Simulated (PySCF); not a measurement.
## `C[P@@](=S)(CP)n1cccc1`: 4 charge schemes on one density

Species: C₆H₁₁NP₂S.
SMILES with atom numbers: `[CH3:1][P@@:2](=[S:3])([CH2:4][PH2:5])[n:6]1[cH:7][cH:8][cH:9][cH:10]1` (hydrogens: H11, H12, H13 on C1; H14, H15 on C4; H16, H17 on P5; H18 on C7; H19 on C8; H20 on C9; H21 on C10)

Geometry (GFN2-xTB, Å), atoms numbered from 1 in this order:
```
atom  x, y, z in Å
C1    -1.1640    1.7350    0.5498
P2    -0.5993    0.0215    0.8753
S3    -0.7470   -0.5770    2.7037
C4    -1.4941   -1.0296   -0.3567
P5    -3.3111   -0.6059   -0.2959
N6     0.9997    0.0202    0.2814
C7     2.0943   -0.4473    0.9686
C8     3.1963   -0.2950    0.1877
C9     2.7721    0.2882   -1.0313
C10    1.4271    0.4693   -0.9469
H11   -1.1672    1.9697   -0.5125
H12   -0.4995    2.4141    1.0847
H13   -2.1732    1.8352    0.9494
H14   -1.3146   -2.0763   -0.0943
H15   -1.1094   -0.8353   -1.3618
H16   -3.7335   -1.8014   -0.8697
H17   -3.5001   -1.0854    0.9990
H18    1.9798   -0.8420    1.9596
H19    4.2005   -0.5656    0.4454
H20    3.3956    0.5426   -1.8663
H21    0.7389    0.8819   -1.6593
```

Density: PBE0/pcSseg-1 (PySCF); schemes: Mulliken, IAO, Hirshfeld and ESP-fitted. Isolated species at its GFN2-xTB geometry (one conformer only).

Problem. Which atoms carry the highest charge in the Mulliken, IAO, Hirshfeld and ESP-fitted schemes?

Solution. The schemes don't all agree: Mulliken P2 (+0.546); IAO P2 (+1.208); Hirshfeld P2 (+0.393); ESP-fitted N6 (+0.355).

Problem. For which atoms does the sign change between the 4 schemes (beyond +0.03 e in one, beyond −0.03 e in another)?

Solution. P5, N6, C7 and C10. Atomic charges aren't observables, and each scheme defines them in its own way.

Problem. At which atom do the 4 schemes differ most?

Solution. At N6: from -0.698 (Mulliken) to +0.355 e (ESP-fitted), 1.053 e apart.

Problem. Give the atomic charges in each scheme.

Solution. In e:

```json
{"atom": "C1", "environment": "sp3 carbon bound to phosphorus", "Mulliken": "-0.415", "IAO": "-0.657", "Hirshfeld": "-0.160", "ESP-fitted": "-0.676"}
{"atom": "P2", "environment": "phosphorus bonded to 2 C, N and S", "Mulliken": "+0.546", "IAO": "+1.208", "Hirshfeld": "+0.393", "ESP-fitted": "+0.172"}
{"atom": "S3", "environment": "sulfur bonded to P", "Mulliken": "-0.339", "IAO": "-0.587", "Hirshfeld": "-0.283", "ESP-fitted": "-0.307"}
{"atom": "C4", "environment": "sp3 carbon bound to phosphorus", "Mulliken": "-0.591", "IAO": "-0.665", "Hirshfeld": "-0.157", "ESP-fitted": "-0.186"}
{"atom": "P5", "environment": "phosphine phosphorus", "Mulliken": "+0.067", "IAO": "+0.173", "Hirshfeld": "+0.085", "ESP-fitted": "-0.255"}
{"atom": "N6", "environment": "pyrrole-type nitrogen", "Mulliken": "-0.698", "IAO": "-0.330", "Hirshfeld": "-0.064", "ESP-fitted": "+0.355"}
{"atom": "C7", "environment": "aromatic CH next to a ring nitrogen", "Mulliken": "+0.184", "IAO": "-0.099", "Hirshfeld": "-0.031", "ESP-fitted": "-0.318"}
{"atom": "C8", "environment": "aromatic CH carbon", "Mulliken": "-0.169", "IAO": "-0.218", "Hirshfeld": "-0.092", "ESP-fitted": "-0.142"}
{"atom": "C9", "environment": "aromatic CH carbon", "Mulliken": "-0.155", "IAO": "-0.206", "Hirshfeld": "-0.088", "ESP-fitted": "-0.240"}
{"atom": "C10", "environment": "aromatic CH next to a ring nitrogen", "Mulliken": "+0.147", "IAO": "-0.129", "Hirshfeld": "-0.040", "ESP-fitted": "-0.408"}
{"atom": "H11", "environment": "methyl hydrogen", "Mulliken": "+0.149", "IAO": "+0.164", "Hirshfeld": "+0.051", "ESP-fitted": "+0.205"}
{"atom": "H12", "environment": "methyl hydrogen", "Mulliken": "+0.178", "IAO": "+0.181", "Hirshfeld": "+0.059", "ESP-fitted": "+0.253"}
{"atom": "H13", "environment": "methyl hydrogen", "Mulliken": "+0.180", "IAO": "+0.179", "Hirshfeld": "+0.050", "ESP-fitted": "+0.234"}
{"atom": "H14", "environment": "methylene hydrogen", "Mulliken": "+0.201", "IAO": "+0.178", "Hirshfeld": "+0.052", "ESP-fitted": "+0.094"}
{"atom": "H15", "environment": "methylene hydrogen", "Mulliken": "+0.183", "IAO": "+0.166", "Hirshfeld": "+0.046", "ESP-fitted": "+0.163"}
{"atom": "H16", "environment": "P–H hydrogen", "Mulliken": "+0.054", "IAO": "-0.006", "Hirshfeld": "-0.007", "ESP-fitted": "+0.122"}
{"atom": "H17", "environment": "P–H hydrogen", "Mulliken": "+0.074", "IAO": "0.000", "Hirshfeld": "-0.012", "ESP-fitted": "+0.129"}
{"atom": "H18", "environment": "aromatic hydrogen", "Mulliken": "+0.131", "IAO": "+0.177", "Hirshfeld": "+0.043", "ESP-fitted": "+0.188"}
{"atom": "H19", "environment": "aromatic hydrogen", "Mulliken": "+0.084", "IAO": "+0.161", "Hirshfeld": "+0.053", "ESP-fitted": "+0.166"}
{"atom": "H20", "environment": "aromatic hydrogen", "Mulliken": "+0.082", "IAO": "+0.160", "Hirshfeld": "+0.052", "ESP-fitted": "+0.196"}
{"atom": "H21", "environment": "aromatic hydrogen", "Mulliken": "+0.108", "IAO": "+0.151", "Hirshfeld": "+0.050", "ESP-fitted": "+0.255"}
```

Mean size of the charges over all atoms: IAO 0.276 e, ESP-fitted 0.241 e, Mulliken 0.225 e, Hirshfeld 0.089 e. Each set sums to the total charge, 0, to within 0.001 e. The Mulliken scheme gives each basis function's population to the atom it is centred on and halves the overlap population of two atoms between them. The Hirshfeld scheme weights the molecular density at each point by an atom's share of the summed free-atom densities.

Problem. Sum the charges by element, for elements with more than one atom.

Solution. 
```
element  atoms  Mulliken     IAO  Hirshfeld  ESP-fitted
      C      6    -0.999  -1.974     -0.568      -1.970
      P      2    +0.613  +1.380     +0.478      -0.083
      H     11    +1.424  +1.511     +0.437      +2.004
```

Problem. How closely do the schemes follow one another over all atoms?

Solution. Correlation coefficient and root-mean-square difference: IAO with Hirshfeld 0.97, 0.268 e; Mulliken with IAO 0.86, 0.207 e; Mulliken with Hirshfeld 0.78, 0.205 e; IAO with ESP-fitted 0.56, 0.326 e; Hirshfeld with ESP-fitted 0.55, 0.228 e; Mulliken with ESP-fitted 0.32, 0.326 e.

Problem. How many electrons does the Hirshfeld scheme count on P2?

Solution. Z − q = 15 − (+0.393) = 14.607.
